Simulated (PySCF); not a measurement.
Radial density of B⁺ (boron, charge +1)

BP86, [He] 2s2, closed-shell 1S. All numbers are calculated (PySCF 2.14, scalar relativity by spin-free X2C-1e, in x2c-SVPall).

```
r (bohr)  4πr²ρ (e/bohr)
 0.00555         0.02540
 0.00933         0.07082
  0.0157          0.1926
  0.0264          0.4947
  0.0444           1.156
  0.0747           2.432
   0.126           4.159
   0.211           5.162
   0.355           3.692
   0.598           1.252
    1.01          0.8684
    1.69           1.131
    2.84          0.3282
    4.78        0.008767
    8.05       1.513e-05
```

Densities and radii are taken from the X2C orbitals without a picture-change correction, which distorts them close to the nucleus.
